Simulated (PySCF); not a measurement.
How methods differ on the ionisation energy of As

As [Ar] 3d10 4s2 4p3 (4S) → As⁺ [Ar] 3d10 4s2 4p2 (3P), as a difference of total energies. Calculation: PySCF 2.14, in cc-pVTZ-DK; scalar relativity by spin-free X2C-1e. Correlated levels: valence: [Ar] 3d10 frozen. The calculations carry no spin-orbit coupling.

```csv
method,ionisation energy (eV),error (eV)
UHF,9.413,-0.595
PBE0,9.938,-0.070
r2SCAN,10.085,+0.077
MP2 (valence),9.885,-0.123
SCS-MP2 (valence),9.740,-0.268
CCSD (valence),9.853,-0.155
CCSD(T) (valence),9.884,-0.124
```

Reference: 10.008 eV (measured; NIST levels, between the centres of gravity of the two terms).

Errors of the correlated levels include the incompleteness of this basis and the frozen core.
